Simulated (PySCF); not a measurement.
Some computed properties have been withheld. Give your best values.

Compound: C8H15FO.
SMILES: `CC(C)O[C@@H]1CC[C@H](F)C1`

```tsv
property	level	value
point group of the GFN2-xTB geometry	GFN2-xTB	C1
rotational constants A, B, C of the GFN2-xTB geometry	GFN2-xTB	2.758, 0.669, 0.616 GHz
dipole moment	PBE0/pcSseg-1	?
HOMO energy	PBE0/pcSseg-1	?
LUMO energy	PBE0/pcSseg-1	?
13C chemical shifts (computed TMS as zero) by class	GIAO PBE0/pcSseg-1	97.8 (1 C), 85.9 (1 C), 77.6 (1 C), 47.2 (1 C), 35.7 (1 C), 35.3 (1 C), 26.4 (1 C), 25.4 (1 C) ppm
1H chemical shifts (computed TMS as zero) by class	GIAO PBE0/pcSseg-1	?
isotropic shieldings of nuclei other than C and H, by class	GIAO PBE0/pcSseg-1	?
```

The electronic properties come from PySCF, for the isolated species, density fitting. One conformer (not necessarily the lowest) at the GFN2-xTB geometry, without solvent or vibrations. NMR classes are plain means over equivalent atoms (diastereotopic ones count apart unless rotation or inversion swaps them), as if these changed places fast; in this geometry the members of some classes differ.

(1) The HOMO energy?

(2) The isotropic shieldings of nuclei other than C and H, by class?

(3) The 1H chemical shifts (computed TMS as zero) by class?

(4) Give the dipole moment.

(5) What is the LUMO energy?

Results:

(1) -7.21 eV.

(2) 236 (1 O), 360 (1 F) ppm.

(3) 5.15 (1 H), 3.65 (1 H), 3.56 (1 H), 2.48 (1 H), 2.08 (1 H), 2.07 (1 H), 2.04 (1 H), 1.91 (1 H), 1.39 (1 H), 1.22 (3 H), 1.11 (3 H) ppm.

(4) 2.80 D.

(5) 1.09 eV.

A dipole of 2.80 D is allowed in C1, and pure rotational transitions are dipole-allowed. With B = h/(8π²I), that is 505.379 GHz u Å² over I, the principal moments of inertia are 183.2, 755.7 and 819.9 u Å² (most abundant isotopes). The rotational constants make it an asymmetric top with κ = (2B − A − C)/(A − C) = -0.95, nearer the prolate limit (−1). The dipole matches unit charges of opposite sign 0.58 Å apart (1 e·Å = 4.8032 D).

For the NMR shielding job (PBE0/pcSseg-1), the run took 90 s on one thread, x86-64 server, no GPU, on a shared host.
